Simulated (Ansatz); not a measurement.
Cartesian coordinates (Å):
SMILES: B([SiH3])B
```xyz
9

B     -1.7521    -0.0134     0.0302
B     -0.3496    -0.4162    -0.6464
Si     1.3677     0.1821     0.2472
H     -2.2651    -0.6912     0.8727
H     -2.2963     1.0244    -0.2130
H     -0.1945    -1.0480    -1.6469
H      2.1738    -1.0211     0.5825
H      1.1775     0.9707     1.4884
H      2.1386     1.0129    -0.7147
```
Charge 0, multiplicity 1.

Calculation: frozen-core CCSD(T)/cc-pVQZ // B3LYP-D3(BJ)/def2-TZVP run with Ansatz (a quantum-chemistry and plane-wave program).

```
Quantity                       Result
----------------------  -------------
HF energy               -341.76548 Ha
MP2 correlation energy    -0.34912 Ha
```

Q: Estimate the CCSD correlation energy, the (T) correction, the total energy and the T1 diagnostic.

A: 
```yaml
CCSD correlation energy: -0.39935 Ha
"(T) correction": -0.01361 Ha
CCSD(T) total energy: -342.17844 Ha
T1 diagnostic: 0.014
```
